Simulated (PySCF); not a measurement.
Si(H)(F)(Cl)(OH), H₂ClFOSi, SMILES O[SiH](F)Cl, PBE0/def2-SVP optimised geometry.

```
6

Si    -0.56    -0.69     0.00
O     -1.14    -1.44    -1.34
F      1.05    -0.69     0.00
Cl    -1.12    -1.69     1.70
H     -1.05     0.69     0.00
H     -1.01    -2.39    -1.43
```

Density from PySCF with PBE0/def2-TZVP at that geometry.

Minimum of the electron density along straight lines between bonded atoms, close to the bond critical point (lines longer than 1.1 times the sum of covalent radii, or with two minima, are not listed):

| bond | length / Å | ρ at the minimum / e bohr⁻³ | ∇²ρ there / e bohr⁻⁵ | position (fraction from the first atom) |
|---|---|---|---|---|
| Si1–O2 | 1.635 | 0.144 | 0.86 | 0.41 |
| Si1–F3 | 1.613 | 0.135 | 0.93 | 0.42 |
| Si1–Cl4 | 2.051 | 0.101 | 0.22 | 0.36 |
| Si1–H5 | 1.470 | 0.132 | 0.12 | 0.49 |
| O2–H6 | 0.962 | 0.352 | -2.43 | 0.81 |
